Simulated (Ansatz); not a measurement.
Relaxation of the cluster TeAs₅⁻ with RKS r2SCAN-D4/def2-SVPD.

```sh
$ ansatz run in.yaml --threads 4 --pin off --events-out ev --progress --plain --max-ram 4787MiB
```

```yaml
crystal:
  periodic: [false, false, false]
  atoms:
    - {symbol: As, position_ang: [1.779630, -0.250460, -0.727510]}
    - {symbol: As, position_ang: [-0.569400, 0.761400, -1.669960]}
    - {symbol: As, position_ang: [1.660360, 0.102570, 1.552050]}
    - {symbol: As, position_ang: [-1.777870, -0.673890, -0.282520]}
    - {symbol: As, position_ang: [0.532290, -1.723720, 0.696050]}
    - {symbol: Te, position_ang: [-1.625010, 1.784110, 0.431880]}
basis:
  gaussian: {orbitals: def2-SVPD}
total_charge: -1
hamiltonian: {xc: r2scan, dispersion: d4}
scf: {lower_state_search: "off"}
output: {orbitals: {seedname: orbitals}}
relax: {f_tol: 0.02, max_steps: 100}
```

It took 58 s on 4 threads of Arm Neoverse V1 on a shared host, peak host memory 0.55 GiB.

Positions (Å) and forces (eV/Å) at steps 1, 2, 3, 4, 6 of 6:

```xyz
6
step=1 energy=-311471.2480 eV
As    1.780   -0.250   -0.728    0.167    0.253   -0.944
As   -0.569    0.761   -1.670    0.647    0.350   -0.769
As    1.660    0.103    1.552    0.114    0.691    0.826
As   -1.778   -0.674   -0.283   -0.391   -0.888    0.424
As    0.532   -1.724    0.696   -0.645   -0.745    0.026
Te   -1.625    1.784    0.432    0.107    0.340    0.437
6
step=2 energy=-311471.3102 eV
As    1.736   -0.206   -0.760    0.273   -0.283    0.020
As   -0.535    0.737   -1.729   -0.269    0.306    0.353
As    1.570    0.185    1.561   -0.025    0.056    0.038
As   -1.778   -0.744   -0.297   -0.122    0.497    0.159
As    0.469   -1.715    0.697    0.315   -0.208   -0.039
Te   -1.461    1.741    0.528   -0.172   -0.369   -0.532
6
step=3 energy=-311471.3568 eV
As    1.772   -0.245   -0.762    0.017    0.011   -0.064
As   -0.536    0.762   -1.694   -0.030    0.112   -0.048
As    1.572    0.172    1.547    0.070    0.081    0.149
As   -1.777   -0.712   -0.269   -0.116    0.012    0.048
As    0.507   -1.746    0.688   -0.032   -0.056    0.004
Te   -1.539    1.768    0.490    0.091   -0.161   -0.089
6
step=4 energy=-311471.3609 eV
As    1.779   -0.245   -0.754   -0.034    0.027   -0.054
As   -0.557    0.767   -1.712    0.054    0.052    0.051
As    1.564    0.186    1.556    0.004    0.022    0.027
As   -1.801   -0.711   -0.285    0.023    0.016    0.086
As    0.516   -1.744    0.694   -0.064   -0.012   -0.016
Te   -1.502    1.748    0.500    0.018   -0.105   -0.094
6
step=6 energy=-311471.3629 eV
As    1.771   -0.243   -0.758    0.010    0.018    0.000
As   -0.547    0.769   -1.707   -0.003    0.004   -0.001
As    1.565    0.187    1.557    0.005   -0.015   -0.012
As   -1.795   -0.713   -0.276   -0.005    0.002    0.000
As    0.509   -1.742    0.690   -0.007   -0.003    0.020
Te   -1.503    1.743    0.494   -0.001   -0.005   -0.006
```

In the def2 sets Te takes a core potential; there is no spin–orbit coupling. Another isomer (singlet) lies 0.02 eV lower at PBE0-D4/def2-TZVPD; other spin states weren't run for this one.
